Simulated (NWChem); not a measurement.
System: GeH₃F; SMILES [F][GeH3]

Excerpt of the output:

```
             Northwest Computational Chemistry Package (NWChem) 7.3.0
             --------------------------------------------------------

                             Geometry "geometry" -> ""
                             -------------------------

 Output coordinates in angstroms (scale by  1.889725989 to convert to a.u.)

  No.       Tag          Charge          X              Y              Z
 ---- ---------------- ---------- -------------- -------------- --------------
    1 Ge                  32.0000     0.00000000     0.00000000    -0.27753600
    2 F                    9.0000     0.00000000     0.00000000     1.46637400
    3 H                    1.0000    -0.43315800    -1.40637900    -0.71704100
    4 H                    1.0000     1.43453900     0.32806300    -0.71704100
    5 H                    1.0000    -1.00138100     1.07831600    -0.71704100

 Effective nuclear repulsion energy (a.u.)     126.5186034836

                              NWChem Property Module
                              ----------------------

  itol2e modified to match energy
  convergence criterion.

                                 NWChem DFT Module
                                 -----------------

 Summary of "ao basis" -> "ao basis" (spherical)
 ------------------------------------------------------------------------------
       Tag                 Description            Shells   Functions and Types
 ---------------- ------------------------------  ------  ---------------------
 Ge                         def2-svp                12       32   5s4p3d
 F                          def2-svp                 6       14   3s2p1d
 H                          def2-svp                 3        5   2s1p

  itol2e modified to match energy
  convergence criterion.

            General Information
            -------------------
          SCF calculation type: DFT
          Wavefunction type:  closed shell.
          No. of atoms     :     5
          No. of electrons :    44
           Alpha electrons :    22
            Beta electrons :    22
          Charge           :     0
          Spin multiplicity:     1
          Use of symmetry is: off; symmetry adaption is: off
          Maximum number of iterations: 150
          AO basis - number of functions:    61
                     number of shells:    27
          Convergence on energy requested:  1.00D-07
          Convergence on density requested:  1.00D-05
          Convergence on gradient requested:  5.00D-04

[...]

          -----------------------
          Electric field gradient
          -----------------------

 1 a.u. = 0.324123 10**(16) esu/cm**3  ( or statvolts/cm**2 ) = 0.97174 10**(22) v/m**2

 ------------------------------------------------------------
   Atom      X         Y         Z
 ------------------------------------------------------------
    1 Ge   0.00000   0.00000  -0.52447
 ------------------------------------------------------------

 Electric field gradient in molecular frame (a.u.)
         XX             YY             ZZ             XY             XZ             YZ
 ------------------------------------------------------------------------------------------
        0.895882       0.895878      -1.791760       0.000001      -0.000001       0.000002

 Principal components (a.u.) and orientation
 of principal axis w.r.t. absolute frame                      Asymmetry parameter eta
 --------------------------------------------------------------------------------------
       -1.791760       0.895882       0.895878                       0.000002

        0.000000       0.957844      -0.287289
       -0.000001       0.287289       0.957844
        1.000000      -0.000000       0.000001

 ------------------------------------------------------------
   Atom      X         Y         Z
 ------------------------------------------------------------
    2 F    0.00000   0.00000   2.77105
 ------------------------------------------------------------

 Electric field gradient in molecular frame (a.u.)
         XX             YY             ZZ             XY             XZ             YZ
 ------------------------------------------------------------------------------------------
        0.818252       0.818252      -1.636504       0.000001      -0.000000      -0.000000

 Principal components (a.u.) and orientation
 of principal axis w.r.t. absolute frame                      Asymmetry parameter eta
 --------------------------------------------------------------------------------------
       -1.636504       0.818253       0.818251                       0.000001

        0.000000       0.767251      -0.641347
        0.000000       0.641347       0.767251
        1.000000      -0.000000      -0.000000

 ------------------------------------------------------------
   Atom      X         Y         Z
 ------------------------------------------------------------
    3 H   -0.81855  -2.65767  -1.35501
 ------------------------------------------------------------

 Electric field gradient in molecular frame (a.u.)
         XX             YY             ZZ             XY             XZ             YZ
 ------------------------------------------------------------------------------------------
        0.055078      -0.105460       0.050382      -0.054627      -0.017396      -0.056481

 Principal components (a.u.) and orientation
 of principal axis w.r.t. absolute frame                      Asymmetry parameter eta
 --------------------------------------------------------------------------------------
       -0.140576       0.071903       0.068672                       0.022983

        0.281192       0.955697      -0.087026
        0.912973      -0.294351      -0.282555
        0.295653       0.000001       0.955295

 ------------------------------------------------------------
   Atom      X         Y         Z
 ------------------------------------------------------------
    4 H    2.71089   0.61995  -1.35501
 ------------------------------------------------------------

[...]
```

Level: PBE0/def2-SVP. Geometry: optimised at PBE0/def2-SVP. NWChem prints the field gradient with the sign opposite to the second derivative of the potential.

Reconstruct the input file.

One answer among several that fit: the input that was run:
```
start job
memory heap 200 mb stack 900 mb global 1100 mb
geometry units angstroms noautosym nocenter noautoz
  Ge     0.000000     0.000000    -0.277536
  F      0.000000     0.000000     1.466374
  H     -0.433158    -1.406379    -0.717041
  H      1.434539     0.328063    -0.717041
  H     -1.001381     1.078316    -0.717041
end
basis spherical
  Ge library def2-svp
  F library def2-svp
  H library def2-svp
end
dft
  xc pbe0
  iterations 150
end
property
  efieldgrad
end
task dft property
```
